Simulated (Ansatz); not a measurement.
Mulliken charges of CH₆AlBO (`C[BH][AlH][OH]`) from PBE/def2-TZVPP in Ansatz (PBE0-D4/def2-TZVP geometry).

```csv
atom,x (Å),y (Å),z (Å),charge (e)
C1,-1.353,0.043,-1.154,-0.306
B2,-0.762,-0.423,0.207,-0.024
Al3,1.299,-0.375,0.749,0.348
O4,1.921,1.124,1.277,-0.383
H5,-2.288,-0.444,-1.444,0.108
H6,-1.629,1.090,-0.927,0.107
H7,-0.675,0.089,-2.007,0.098
H8,-1.567,-0.776,1.033,0.018
H9,2.309,-1.613,0.714,-0.139
H10,2.830,1.234,1.555,0.173
```

Task: By hand: the dipole of these point charges (1 e Å = 4.8032 D).

Result: Σ q r = (-0.199, -0.063, -0.144) e Å, of length 0.254 e Å = 1.22 D.

Task: How does the dipole of the full density compare? (Best estimate.)

Result: Ansatz gave: (0.005, 0.002, -0.112) e Å, 0.54 D; the point charges give 2.26 times that, at 58° from its direction.

Point charges leave out the atoms' own dipoles, such as those of lone pairs, and Mulliken's split depends on the basis, so the two needn't agree.
